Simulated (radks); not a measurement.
Values are calculated unless marked as measured or tabulated.
Species: Zr4+. Configuration: [Kr] (the NIST ground configuration). Level of theory: scalar-relativistic Kohn-Sham, PBE, spin-polarised, spherical densities, point nucleus (a radial shooting solver on a logarithmic mesh with Libxc functionals).

Normalised radial functions P(r) = r R(r), r in bohr:

r	4s
0.005179	0.1229
0.006744	0.1476
0.008711	0.1725
0.01125	0.1955
0.01454	0.2125
0.01893	0.2167
0.02445	0.1992
0.03158	0.1510
0.0408	0.0650
0.05312	-0.0621
0.06862	-0.2046
0.08864	-0.3249
0.1145	-0.3616
0.1491	-0.2497
0.1926	0.0142
0.2488	0.3437
0.3214	0.5580
0.4185	0.4659
0.5406	0.0362
0.6983	-0.5451
0.902	-0.9763
1.175	-1.0419
1.517	-0.7686
1.96	-0.3984
2.532	-0.1403
3.297	-0.0292
4.258	-0.0035

4s: eigenvalue -95.580 eV, 3 radial nodes at r = 0.0471, 0.190, 0.550 bohr, <r> = 1.19 bohr, 90 % of the charge inside 1.72 bohr.
